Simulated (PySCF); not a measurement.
Sr, charge -1, doublet (a state made from the parent by changing its charge; the spin is typed, not shown lowest) (core potentials on Sr) (in this run its highest filled SCF level lies above zero, so its values depend strongly on the basis, on diffuse functions most of all); CAMB3LYP/def2-SVP in PySCF.

PySCF was given this input:
```python
from pyscf import gto, scf, dft

mol = gto.Mole()
mol.atom = '''
    Sr    0.00000000    0.00000000    0.00000000
'''
mol.basis = 'def2-svp'
mol.ecp = {'Sr': 'def2-svp'}
mol.charge = -1
mol.spin = 1
mol.verbose = 5
mol.build()

mf = dft.UKS(mol)
mf.xc = 'camb3lyp'
mf.kernel()
```

What the program printed (banner, timings and long lists left out):

```
PySCF version 2.14.0

[INPUT] verbose = 5
[INPUT] max_memory = 4000
[INPUT] num. atoms = 1
[INPUT] num. electrons = 11
[INPUT] charge = -1
[INPUT] spin (= nelec alpha-beta = 2S) = 1
[INPUT] symmetry False subgroup None
[INPUT] Mole.unit = angstrom
[INPUT] Symbol           X                Y                Z      unit          X                Y                Z       unit  Magmom
[...]
[INPUT] ---------------- BASIS SET ----------------
[INPUT] l, kappa, [nprim/nctr], expnt,             c_1 c_2 ...
[INPUT] Sr
[...]
                                3.0691274814      -0.64852205985
                                0.70675488028     0.62064729022
[...]
                                1.664234          0.37856824234
                                0.59455471858     0.59874487803
                                0.26152621998     0.35314019512
[...]
                                0.996656          0.108098
                                0.390735          0.27854
                                0.12277           0.477318
[...]
nuclear repulsion = 0
number of shells = 9
number of NR pGTOs = 49
number of NR cGTOs = 23
basis = def2-svp
ecp = {'Sr': 'def2-svp'}

******** <class 'pyscf.dft.uks.UKS'> ********
method = UKS
initial guess = minao
damping factor = 0
level_shift factor = 0
DIIS = <class 'pyscf.scf.diis.CDIIS'>
diis_start_cycle = 1
diis_space = 8
diis_damp = 0
SCF conv_tol = 1e-09
SCF conv_tol_grad = None
SCF max_cycles = 50
direct_scf = True
direct_scf_tol = 1e-13
number electrons alpha = 6  beta = 5
XC library pyscf.dft.libxc version 7.1.2
    S. Lehtola, C. Steigemann, M. J. T. Oliveira, and M. A. L. Marques,  SoftwareX 7, 1–5 (2018)
XC functionals = camb3lyp
    T. Yanai, D. P. Tew, and N. C. Handy,  Chem. Phys. Lett. 393, 51 (2004)
radial grids:
    Treutler-Ahlrichs [JCP 102, 346 (1995); DOI:10.1063/1.469408] (M4) radial grids

becke partition: Becke, JCP 88, 2547 (1988); DOI:10.1063/1.454033
pruning grids: <function nwchem_prune>
grids dens level: 3
symmetrized grids: False
atomic radii adjust function: <function treutler_atomic_radii_adjust>
small_rho_cutoff = 0
Set gradient conv threshold to 3.16228e-05
atom Sr rad-grids = 95, ang-grids = [ 50  50  50  50  50  50  50  50  50  50  50  50  50  50  50  50  50  50
  50  50  50  50  50  50  50  50  50  50  50  86  86  86  86  86  86  86
  86  86  86  86  86  86  86  86  86  86 350 350 350 350 350 350 350 350
 350 350 350 434 434 434 434 434 434 434 434 434 434 434 434 434 434 434
 434 434 434 434 434 434 434 350 350 350 350 350 350 350 350 350 350 350
 350 350 350 350 350]
tot_boxes 729, boxes in each direction [7 7 7]
Padding 2 grids
tot grids = 21912
nelec by numeric integration = [5. 5.]
E1 = -44.38822260471596  E2 = 25.30082131745176  Ecoul = 31.01557049940354  Exc = -5.714749181951781
init E= -19.0874012872642
cond(S) = 33.82908641873835

  alpha mo_energy =
[-1.076633   -0.29828342 -0.29828342 -0.29828342  0.03162181  0.0782773
  0.0782773   0.0782773   0.11525347  0.11525347  0.11525347  0.11525347
  0.11525347  0.26607449  0.47585654  0.47585654  0.47585654  0.47585654
  0.47585654  0.51407175  0.51407175  0.51407175 31.19724495]
  beta  mo_energy =
[-1.076633   -0.29828342 -0.29828342 -0.29828342  0.03162181  0.0782773
  0.0782773   0.0782773   0.11525347  0.11525347  0.11525347  0.11525347
  0.11525347  0.26607449  0.47585654  0.47585654  0.47585654  0.47585654
  0.47585654  0.51407175  0.51407175  0.51407175 31.19724495]
multiplicity <S^2> = 0.75  2S+1 = 2
nelec by numeric integration = [6. 5.]
E1 = -47.559328387825  E2 = 17.54545812978766  Ecoul = 21.23438516251644  Exc = -3.6889270327287784
cycle= 1 E= -30.0138702580373  delta_E= -10.9  |g|= 0.926  |ddm|= 5.15

  alpha mo_energy =
[-2.02322863e+00 -1.24303789e+00 -1.24286821e+00 -1.24286821e+00
 -1.18079044e-01 -4.88812631e-02 -4.88812631e-02 -4.37487962e-02
 -4.37487962e-02 -4.21133272e-02 -1.89920482e-02  4.75461187e-02
  4.75461189e-02  1.07335862e-01  1.60782293e-01  1.60782293e-01
  1.60886399e-01  1.65522493e-01  1.65522493e-01  2.40570532e-01
  2.42138249e-01  2.42138249e-01  2.91901392e+01]
  beta  mo_energy =
[-2.02169615 -1.24234979 -1.24234979 -1.23756996 -0.10855576 -0.04933683
 -0.04933683 -0.04318315 -0.04318315 -0.04053213  0.04958746  0.04958746
  0.06226165  0.11449234  0.16552106  0.16552106  0.17363286  0.17363286
  0.17806088  0.24247151  0.24247151  0.25303205 29.18772457]
multiplicity <S^2> = 0.75693598  2S+1 = 2.006924
nelec by numeric integration = [6. 5.]
E1 = -53.60334981539362  E2 = 23.112419803425833  Ecoul = 27.73131296783656  Exc = -4.618893164410724
cycle= 2 E= -30.4909300119678  delta_E= -0.477  |g|= 0.224  |ddm|= 5.25
  alpha mo_energy =
[-1.40025679e+00 -6.87715656e-01 -6.80552120e-01 -6.80551863e-01
  1.69813543e-02  1.35781926e-01  1.37452823e-01  1.54947321e-01
  1.54947353e-01  1.98228181e-01  2.00022191e-01  2.00022234e-01
  2.06553870e-01  2.46181913e-01  2.67622812e-01  3.37646371e-01
  3.41758830e-01  3.41759229e-01  3.55339253e-01  4.45369795e-01
  4.49871436e-01  4.49871734e-01  2.99622754e+01]
  beta  mo_energy =
[-1.38889661e+00 -6.82880586e-01 -6.59192344e-01 -6.59192316e-01
  2.48405371e-02  1.54068596e-01  1.57608165e-01  1.57608169e-01
  2.02031328e-01  2.03179198e-01  2.03179206e-01  2.06167506e-01
  2.08003711e-01  2.48836418e-01  3.44426788e-01  3.48147320e-01
  3.48147374e-01  3.57951035e-01  3.67222550e-01  4.47347875e-01
  4.59885075e-01  4.59885142e-01  2.99465568e+01]
multiplicity <S^2> = 0.75122904  2S+1 = 2.0012287
nelec by numeric integration = [6. 5.]
E1 = -50.88184483753616  E2 = 20.264586283101988  Ecoul = 24.48569287945038  Exc = -4.221106596348392
cycle= 3 E= -30.6172585544342  delta_E= -0.126  |g|= 0.0939  |ddm|= 2.28
  alpha mo_energy =
[-1.52192395 -0.79869253 -0.79869247 -0.79765251 -0.03294544  0.06188355
  0.12625081  0.12625083  0.14663674  0.16442627  0.16546883  0.16546886
  0.17084092  0.213427    0.24952102  0.27168644  0.27168654  0.27210253
[...]
cycle= 5 E= -30.631857030989  delta_E= -0.00201  |g|= 0.00403  |ddm|= 0.301
  alpha mo_energy =
[-1.54159025 -0.81665489 -0.81665489 -0.81286379 -0.04289454  0.0357482
  0.12493019  0.1249302   0.16013242  0.16042738  0.16042739  0.16513107
  0.16577642  0.20979411  0.26086007  0.26159529  0.26492439  0.2649244
  0.26659024  0.3861536   0.38710068  0.38710069 29.80413984]
  beta  mo_energy =
[-1.54029664e+00 -8.16322113e-01 -8.16322112e-01 -8.10115249e-01
 -2.65105408e-02  1.25507978e-01  1.25507984e-01  1.40587231e-01
  1.63761703e-01  1.63798283e-01  1.72665602e-01  1.72665603e-01
  1.77431652e-01  2.10028254e-01  2.60208256e-01  2.60269468e-01
  2.66164517e-01  2.66164517e-01  2.69674525e-01  3.85147601e-01
  3.85147605e-01  3.97611886e-01  2.98039989e+01]
multiplicity <S^2> = 0.78329443  2S+1 = 2.0330218
nelec by numeric integration = [6. 5.]
E1 = -51.440918409374106  E2 = 20.80892363841275  Ecoul = 25.107463415440606  Exc = -4.298539777027856
cycle= 6 E= -30.6319947709614  delta_E= -0.000138  |g|= 0.00199  |ddm|= 0.0391
  alpha mo_energy =
[-1.54355253 -0.81850781 -0.81850781 -0.81461271 -0.04387394  0.0337681
  0.12467867  0.12467869  0.159357    0.15960523  0.15960524  0.16512861
  0.16521251  0.20939187  0.26046108  0.26055596  0.26387793  0.26387794
  0.2654281   0.38533826  0.38635147  0.38635149 29.80124722]
  beta  mo_energy =
[-1.54234978e+00 -8.18321780e-01 -8.18321778e-01 -8.11935110e-01
 -2.76944608e-02  1.24752033e-01  1.24752034e-01  1.40805073e-01
  1.62805207e-01  1.62810015e-01  1.72134687e-01  1.72134689e-01
  1.77141219e-01  2.09705022e-01  2.59045966e-01  2.59053823e-01
  2.65193500e-01  2.65193502e-01  2.68814708e-01  3.84012735e-01
  3.84012737e-01  3.97043547e-01  2.98014047e+01]
multiplicity <S^2> = 0.79268131  2S+1 = 2.0422354
nelec by numeric integration = [6. 5.]
E1 = -51.447506790142526  E2 = 20.815481232270663  Ecoul = 25.115618948258636  Exc = -4.300137715987971
cycle= 7 E= -30.6320255578719  delta_E= -3.08e-05  |g|= 0.00013  |ddm|= 0.0231
  alpha mo_energy =
[-1.54347273 -0.81844868 -0.81844868 -0.81451386 -0.04376991  0.03383939
  0.12468416  0.12468418  0.15934279  0.15962514  0.15962515  0.16518043
  0.1652079   0.20933208  0.26052928  0.26056039  0.26390046  0.26390047
  0.26543567  0.385271    0.38635083  0.38635085 29.80139766]
  beta  mo_energy =
[-1.54229343e+00 -8.18290511e-01 -8.18290510e-01 -8.11864427e-01
 -2.75528289e-02  1.24762700e-01  1.24762701e-01  1.40817633e-01
  1.62790581e-01  1.62792157e-01  1.72146684e-01  1.72146685e-01
  1.77091319e-01  2.09610160e-01  2.59035908e-01  2.59038483e-01
  2.65213376e-01  2.65213377e-01  2.68831014e-01  3.83978878e-01
  3.83978880e-01  3.97076765e-01  2.98014990e+01]
multiplicity <S^2> = 0.79289286  2S+1 = 2.0424425
nelec by numeric integration = [6. 5.]
E1 = -51.44773311148877  E2 = 20.815707473296325  Ecoul = 25.115870991531537  Exc = -4.300163518235213
cycle= 8 E= -30.6320256381924  delta_E= -8.03e-08  |g|= 3.6e-05  |ddm|= 0.00143
  alpha mo_energy =
[-1.54348229 -0.81845635 -0.81845635 -0.81452096 -0.04378893  0.03381145
  0.12468785  0.12468787  0.15935079  0.15962553  0.15962554  0.1652074
  0.16521156  0.20934175  0.26055695  0.26056166  0.26390135  0.26390136
  0.26543829  0.38528662  0.38635823  0.38635824 29.80138079]
  beta  mo_energy =
[-1.54230810e+00 -8.18305136e-01 -8.18305135e-01 -8.11875282e-01
 -2.75828084e-02  1.24765606e-01  1.24765607e-01  1.40824475e-01
  1.62790910e-01  1.62791149e-01  1.72149717e-01  1.72149717e-01
  1.77106065e-01  2.09613956e-01  2.59032928e-01  2.59033319e-01
  2.65212621e-01  2.65212622e-01  2.68834870e-01  3.83976083e-01
  3.83976084e-01  3.97081006e-01  2.98015013e+01]
multiplicity <S^2> = 0.79292946  2S+1 = 2.0424784
nelec by numeric integration = [6. 5.]
E1 = -51.447945771575185  E2 = 20.815920128082492  Ecoul = 25.116109393940448  Exc = -4.300189265857956
cycle= 9 E= -30.6320256434927  delta_E= -5.3e-09  |g|= 7.1e-06  |ddm|= 0.00055
  alpha mo_energy =
[-1.54348752 -0.81846105 -0.81846105 -0.81452496 -0.04378964  0.03380685
  0.12468687  0.12468689  0.15934949  0.15962425  0.15962425  0.16520994
  0.16520997  0.20934151  0.26055913  0.26055918  0.2638994   0.26389941
  0.26543659  0.38528617  0.3863568   0.38635682 29.80137171]
  beta  mo_energy =
[-1.54231406e+00 -8.18311107e-01 -8.18311107e-01 -8.11879508e-01
 -2.75863872e-02  1.24765153e-01  1.24765154e-01  1.40824202e-01
  1.62788770e-01  1.62788771e-01  1.72148388e-01  1.72148389e-01
  1.77104793e-01  2.09610936e-01  2.59029447e-01  2.59029449e-01
  2.65210096e-01  2.65210096e-01  2.68832863e-01  3.83972142e-01
  3.83972143e-01  3.97078973e-01  2.98014964e+01]
multiplicity <S^2> = 0.79293118  2S+1 = 2.04248
nelec by numeric integration = [6. 5.]
E1 = -51.44798252038518  E2 = 20.81595687669389  Ecoul = 25.116151041748342  Exc = -4.300194165054455
cycle= 10 E= -30.6320256436913  delta_E= -1.99e-10  |g|= 1.15e-06  |ddm|= 0.000129
  alpha mo_energy =
[-1.54348816 -0.81846167 -0.81846167 -0.81452564 -0.04378959  0.03380655
  0.12468665  0.12468667  0.15934926  0.15962398  0.15962399  0.16520971
  0.16520973  0.20934155  0.26055882  0.26055885  0.26389901  0.26389902
  0.26543623  0.38528601  0.38635662  0.38635663 29.80137055]
  beta  mo_energy =
[-1.54231476e+00 -8.18311767e-01 -8.18311767e-01 -8.11880259e-01
 -2.75869192e-02  1.24764986e-01  1.24764987e-01  1.40824036e-01
  1.62788473e-01  1.62788473e-01  1.72148076e-01  1.72148076e-01
  1.77104525e-01  2.09610504e-01  2.59029047e-01  2.59029047e-01
  2.65209653e-01  2.65209654e-01  2.68832423e-01  3.83971657e-01
  3.83971658e-01  3.97078470e-01  2.98014959e+01]
multiplicity <S^2> = 0.79293166  2S+1 = 2.0424805
nelec by numeric integration = [6. 5.]
E1 = -51.44798184825533  E2 = 20.81595620455673  Ecoul = 25.116150422962594  Exc = -4.300194218405864
Extra cycle  E= -30.6320256436986  delta_E= -7.31e-12  |g|= 5.18e-07  |ddm|= 1.97e-05
converged SCF energy = -30.6320256436986  <S^2> = 0.79293166  2S+1 = 2.0424805
```
